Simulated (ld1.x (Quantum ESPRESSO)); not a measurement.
## tantalum: one change to a TM potential, before and after

* Element: tantalum (Ta)
* Generator: ld1.x (Quantum ESPRESSO) 7.5
* Type: norm-conserving Troullier–Martins (Kleinman–Bylander form)
* Functional: PBE
* Relativity: fully relativistic
* Frozen core: [Xe] 4f14
* Valence charge: 5
* Reference configuration: 5d3 6s1.5 6p0.5
* Partial waves: 6s (bound): rc 2.20 bohr; 6p (bound): rc 3.25 bohr; 5d (bound): rc 2.90 bohr
* Local potential: all-electron potential smoothed inside 2.85 bohr (lloc = -1)
* Core correction: none

Open shells are filled in proportion to 2j + 1 (rel_dist='average').

Change: all radii scaled by about 0.84 (s 1.84, p 2.72, d 2.42 bohr); local potential all-electron potential smoothed inside 2.38 bohr (lloc = -1).

Cutoffs: the cutoffs (Ry, on a coarse ladder) from which the occupation-weighted sum of valence levels, in a spherical-Bessel basis at the reference potential, stays within 10 and 1 mRy of its value at 400 Ry; they do not see the model core or the augmentation charge, which bear on the density cutoff. Errors are all-electron minus pseudo energies relative to the spin-unpolarised reference configuration.

Q: How do hardness, ghosts and transferability respond?

A: The potential gets harder (21 Ry and 30 Ry → 50 Ry and 90 Ry); a bound ghost appears in s, which as a rule spoils a file; of the 7 tests that both files solve, the error grows in 6 and shrinks in 0 by more than 15 % and 0.3 meV (median size 8.2 → 32.0 meV). A smaller radius makes the pseudo-wave follow the all-electron one further in, where it bends more sharply, so more plane waves are needed. That the errors move this way runs against the usual rule that smaller radii transfer better.

| quantity | base | changed |
| --- | --- | --- |
| cutoff, loose | 21 Ry | 50 Ry |
| cutoff, tight | 30 Ry | 90 Ry |
| loose cutoff by channel (10 mRy a level) | s 10 Ry, p 6 Ry, d 18 Ry | s 35 Ry, p 6 Ry, d 21 Ry |
| bound ghosts | none | s |
| error for 5d3 6s2 6p0, meV [ΔE -2.04 eV] | +1.1 | +7.7 |
| error for 5d3 6s1 6p0, meV [ΔE 6.43 eV] | +8.2 | +15 |
| error for 5d3 6s0 6p0, meV [ΔE 21.40 eV] | +108 | +265 |
| error for 5d2 6s2 6p1, meV [ΔE 0.91 eV] | +36 | -32 |
| error for 5d4 6s1 6p0, meV [ΔE 0.05 eV] | +1.4 | -37 |
| error for 5d2 6s0 6p0, meV [ΔE 45.00 eV] | +181 | +273 |
| error for 5d3.5 6s1.5 6p0, meV [ΔE -1.05 eV] | -1.4 | -18 |

Changed file: These tests converged, but a pseudo level misses the all-electron one widely, so the file describes the atom poorly there or has found another state: 5d2 6s0 6p0: empty 6p by 2.2 eV (a node warning on the way). A true bound ghost makes a file unfit for plane-wave use even where its test errors are small: the radial tests pick states by their node count and pass the ghost by.
